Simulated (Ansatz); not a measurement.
Mulliken charges of CH5ClGeO (`O[CH](Cl)[GeH3]`) from r2SCAN/def2-TZVPP in Ansatz (PBE0-D4/def2-TZVP geometry).

| atom | x (Å) | y (Å) | z (Å) | charge (e) |
| --- | --- | --- | --- | --- |
| O1 | -0.118 | 1.222 | -1.117 | -0.309 |
| C2 | 0.453 | 0.585 | -0.038 | 0.078 |
| Cl3 | 2.146 | 0.027 | -0.405 | -0.198 |
| Ge4 | -0.637 | -1.004 | 0.420 | 0.130 |
| H5 | 0.363 | 2.036 | -1.304 | 0.205 |
| H6 | 0.585 | 1.247 | 0.821 | 0.105 |
| H7 | 0.001 | -1.681 | 1.640 | 0.000 |
| H8 | -0.642 | -1.941 | -0.791 | 0.006 |
| H9 | -2.062 | -0.537 | 0.757 | -0.016 |

Q: By hand: the dipole of these point charges (1 e Å = 4.8032 D).

A: Σ q r = (-0.271, 0.077, 0.279) e Å, of length 0.396 e Å = 1.90 D.

Q: How does the dipole of the full density compare? (Estimate.)

A: The calculation gave: (-0.152, 0.294, 0.152) e Å, 1.75 D; the point charges give 1.09 times that, at 43° from its direction.

Point charges leave out the atoms' own dipoles, such as those of lone pairs, and Mulliken's split depends on the basis, so the two needn't agree.
